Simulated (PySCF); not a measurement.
Excitations are Tamm–Dancoff values on a coarser integration grid. The basis has no diffuse functions, so Rydberg states are missing or too high.

Z-matrix (Å, degrees):
```
Ga
S 1 2.2092
H 2 1.3444 1 93.77
S 1 2.2117 2 117.08 3 -179.97
H 4 1.3438 1 94.29 2 -179.97
S 1 2.2145 2 119.29 3 0.03
H 6 1.3438 1 94.63 2 -179.99
```
Charge 0, multiplicity 1.

Q: Estimate the dipole moment, total energy, HOMO, S1 excitation (TDA) and T1 excitation (TDA) that M06-2X/def2-TZVP // B3LYP-D3(BJ)/def2-TZVP run with PySCF 2.14.0 returns for this input.

A: 
The dipole moment comes out as 1.54 D and the total energy is -84935.85 eV. The HOMO comes out as -8.83 eV and the S1 excitation (TDA) comes out as 5.49 eV. The T1 excitation (TDA) is 5.23 eV.
